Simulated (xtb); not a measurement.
xtb input:

```bash
xtb mol.xyz --gfn 1 --sp --chrg -1 --uhf 0
```
mol.xyz:
```
5

In     0.20099291     0.09424525     0.34696298
O      0.76554669     0.25239686    -1.69724385
H     -0.00728376    -0.07963176    -2.17159121
O     -1.71788303    -0.70887872    -0.22809625
H     -2.22267804    -0.88653031     0.57312617
```

Q: Which total energy does the run end on?

A: -12.26524 Eh (GFN1-xTB).
